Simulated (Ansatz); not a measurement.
Breaking the Si1–H2 bond in H2OSi (SMILES O[SiH]) (multiplicity 1 held, fragments rigid). Energies count from the point at 1.545 Å.
Geometry at that point (charge 0, multiplicity 1):
```tsv
atom	x (Å)	y (Å)	z (Å)
Si	-0.3778	-0.3348	0.3944
H	-1.5370	-0.1684	-0.6141
O	0.7828	0.4964	-0.4505
H	0.5644	0.8847	-1.3039
```

Unrestricted levels (U-) break spin symmetry where that is lower. Active spaces are followed from a long bond inwards. Curves can end on different states.

Frozen-core correlation.

The values were computed with Ansatz (an electronic-structure program) with Gaussian orbitals. Each number belongs to the level named beside it.

Problem. Estimate the energy at R = 4.946 Å that U-CCSD(T)/cc-pV(T+d)Z returns for this input.

Solution. 77.1 kcal/mol

Problem. Estimate the energy at R = 4.946 Å that U-wB97X-V/cc-pV(T+d)Z returns for this input.

Solution. 77.8 kcal/mol

Problem. Predict the energy at R = 4.946 Å from CASSCF(2,2)/cc-pV(T+d)Z.

Solution. 69.2 kcal/mol

Doubts at one or more of the structures used: a spin-contaminated determinant (U-wB97X-V/cc-pV(T+d)Z, U-CCSD(T)/cc-pV(T+d)Z); T1 above 0.05 (U-CCSD(T)/cc-pV(T+d)Z).
